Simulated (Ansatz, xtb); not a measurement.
# Relative energy of two isomers of C5H5N3

Structure I: `C#Cc1n[nH]cc1N`, a singlet. Structure II: `C#Cc1[nH]ncc1N`, a singlet. Both are isolated molecules in the gas phase, relaxed with PBE0-D3(BJ)/def2-SVP; the shapes shown needn't be the lowest conformers.

I (Å):

```yaml
atoms:
  - { symbol: C, position_ang: [-1.7225, 3.2158, -0.5135] }
  - { symbol: C, position_ang: [-1.2543, 2.1234, -0.2646] }
  - { symbol: C, position_ang: [-0.7431, 0.8145, -0.0594] }
  - { symbol: C, position_ang: [-0.2116, -1.3163, -0.3527] }
  - { symbol: C, position_ang: [-0.8224, -0.2566, -1.0022] }
  - { symbol: N, position_ang: [-0.1309, 0.4273, 1.0662] }
  - { symbol: N, position_ang: [0.1699, -0.8350, 0.8656] }
  - { symbol: N, position_ang: [-1.3389, -0.1804, -2.2802] }
  - { symbol: H, position_ang: [-2.1232, 4.1927, -0.7105] }
  - { symbol: H, position_ang: [0.6453, -1.3496, 1.5949] }
  - { symbol: H, position_ang: [-0.0194, -2.3409, -0.6599] }
  - { symbol: H, position_ang: [-1.9471, 0.6190, -2.4200] }
  - { symbol: H, position_ang: [-1.7562, -1.0340, -2.6293] }
```

II (Å):

```yaml
atoms:
  - { symbol: C, position_ang: [-2.1742, 2.8451, -1.1916] }
  - { symbol: C, position_ang: [-1.6529, 1.8544, -0.7167] }
  - { symbol: C, position_ang: [-1.0435, 0.6947, -0.1973] }
  - { symbol: C, position_ang: [-0.0743, -1.2632, 0.1892] }
  - { symbol: C, position_ang: [-0.6234, -0.4706, -0.8477] }
  - { symbol: N, position_ang: [-0.7258, 0.5074, 1.1259] }
  - { symbol: N, position_ang: [-0.1483, -0.6475, 1.3648] }
  - { symbol: N, position_ang: [-0.7780, -0.7842, -2.1802] }
  - { symbol: H, position_ang: [-2.6401, 3.7209, -1.6036] }
  - { symbol: H, position_ang: [-0.8972, 1.1610, 1.8781] }
  - { symbol: H, position_ang: [0.3657, -2.2569, 0.1142] }
  - { symbol: H, position_ang: [-0.9458, 0.0115, -2.7845] }
  - { symbol: H, position_ang: [-0.0765, -1.4084, -2.5576] }
```

Energies in hartree; the thermal terms are from GFN2-xTB frequencies at re-optimised GFN2-xTB minima (ideal gas, soft modes damped towards free rotors, one conformer each, 298.15 K, 1 atm) and include the zero-point energy:

|  | I | II |
| --- | --- | --- |
| E, CCSD(T)/def2-SVP | −356.441742 | −356.443342 |
| E, MP2/def2-SVP | −356.362968 | −356.364662 |
| E, MP2/def2-TZVPP | −357.015669 | −357.017069 |
| zero-point energy | 0.093619 | 0.093712 |
| H(298 K) − E | 0.102035 | 0.102145 |
| G(298 K) − E | 0.062230 | 0.062278 |

Correct the CCSD(T) difference for the basis set by the MP2 change, then work out ΔE, ΔE₀, ΔH and ΔG for I → II in kcal/mol (1 Eh = 627.51 kcal/mol) and the equilibrium ratio [II]/[I].

1. Differences II − I: CCSD(T) −0.001600, MP2 in the small set −0.001694, MP2 in the large set −0.001400 Eh.
2. ΔE = −0.001600 + (−0.001400 − (−0.001694)) = −0.001306 Eh = −0.82 kcal/mol.
3. ΔE₀ = ΔE + ΔZPE = −0.001306 + (+0.000093) Eh = −0.76 kcal/mol.
4. ΔH = ΔE + (+0.000110) Eh = −0.75 kcal/mol.
5. ΔG = ΔE + (+0.000048) Eh = −0.79 kcal/mol, so ΔS = (ΔH − ΔG)/T = +0.5 J/(mol K).
6. kT = 0.9442 mEh, so K = [II]/[I] = exp(−ΔG/kT) = exp(+1.33) ≈ 3.8.

The two are too close for this level to say which is favoured. An error of 1 kcal/mol in ΔG would change K by a factor of 5.4. Mirror images and further conformers aren't counted.

As drawn, both hold the same kinds of bond in the same numbers.

Other levels gave ΔE = −2.2 (GFN2-xTB); −1.3 (HF/STO-3G, GFN2-xTB geometries); −2.2 (r2SCAN-D4/def2-SVP, GFN2-xTB geometries); −1.9 (PBE0-D3(BJ)/def2-SVP); −1.4 (HF/def2-SVP); −1.1 (MP2/def2-SVP); −1.0 (CCSD(T)/def2-SVP) kcal/mol. The correlated steps freeze 8 core orbitals. Programs: Ansatz 0.2.0, xtb 6.7.1.
